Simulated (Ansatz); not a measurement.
`[F][Hf]([F])([F])[Cl]` + HI → `[F][Hf]([F])([Cl])[I]` + H–F at 600 K and 1 bar (ligand exchange at the Hf–F bond).

Isolated molecules relaxed with PBE0-D4/def2-TZVP in Ansatz; ΔE leaves out vibrations. CCSD(T)/CBS is the MP2 limit (def2-TZVPP, def2-QZVPP) plus CCSD(T) − MP2 in def2-TZVPP, frozen cores. This one scheme is used for every species. def2 core potentials past Kr. For Hf, I outer-core shells are correlated without core-valence functions, which leaves a few kJ/mol of doubt a bond.

| species | CCSD(T)/CBS energy (Eh) | H − E (kJ/mol) | S (J/(mol·K)) |
| --- | --- | --- | --- |
| `[F][Hf]([F])([F])[Cl]` | -807.38599 | 68.5 | 419.9 |
| HI | -298.03592 | 31.6 | 227.0 |
| `[F][Hf]([F])([Cl])[I]` | -1005.01720 | 67.6 | 462.5 |
| H–F | -100.39570 | 42.3 | 194.0 |

H − E and S are ideal-gas, rigid-rotor, harmonic terms from PBE0-D4/def2-TZVP. 1 Eh = 2625.50 kJ/mol, R = 8.31446 J/(mol·K).

Question: By hand: ΔE, ΔH, ΔS and ΔG.

Answer: ΔE = (-1005.01720) + (-100.39570) − (-807.38599) − (-298.03592) = 0.00901 Eh = 23.7 kJ/mol. Δ(H − E) = 67.6 + 42.3 − 68.5 − 31.6 = 9.8, so ΔH = 33.5 kJ/mol. ΔS = 462.5 + 194.0 − 419.9 − 227.0 = 9.6 J/(mol·K). ΔG = 33.5 − 600 × (9.6)/1000 = 27.7 kJ/mol.

Question: By hand: the equilibrium constant, and the temperature at which ΔG would vanish if ΔH and ΔS stayed fixed.

Answer: log₁₀ K = −ΔG/(RT ln 10) = -2.4. ΔG = 0 at ΔH/ΔS = 3490 K, far beyond where these terms or the molecules hold.

The number of gas molecules stays the same, so ΔS is small and ΔH decides. A doubt of 5 kJ/mol in ΔE shifts log₁₀ K by 0.4 here. These are equilibria of isolated gas molecules and say nothing of rates. Largest T1 diagnostic: 0.016 (customary marks: 0.02 for closed shells, 0.045 for open ones).
